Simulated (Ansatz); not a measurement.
Cartesian coordinates in Å:
```
B 1.3687 0.1717 1.0449
N 0.3181 -0.0255 0.1453
Si -0.4448 -0.6134 -1.2849
C -1.0821 0.3362 0.1732
F -1.3194 1.6812 0.0673
H 2.4515 -0.2554 0.7670
H 1.1588 0.7544 2.0696
H -0.6162 -2.0756 -1.4298
H -0.1693 0.0949 -2.5511
H -1.6654 -0.0684 0.9986
```

Total charge 0; spin multiplicity 1.

Task: List the ωB97M-V/def2-TZVPP orbital energies in eV (Ansatz 0.2.0). (An estimate is asked.)

Result: Computed: Occupied: -1807.84, -677.43, -394.88, -284.31, -187.77, -148.91, -103.05, -103.02, -102.99, -36.45, -28.37, -21.17, -19.11, -17.11, -16.99, -15.31, -14.88, -13.78, -13.29, -13.02, -11.10, -10.89, -10.14. Lowest empty: 1.05, 1.15, 2.28, 2.73, 3.27, 3.59, 3.64, 3.88.
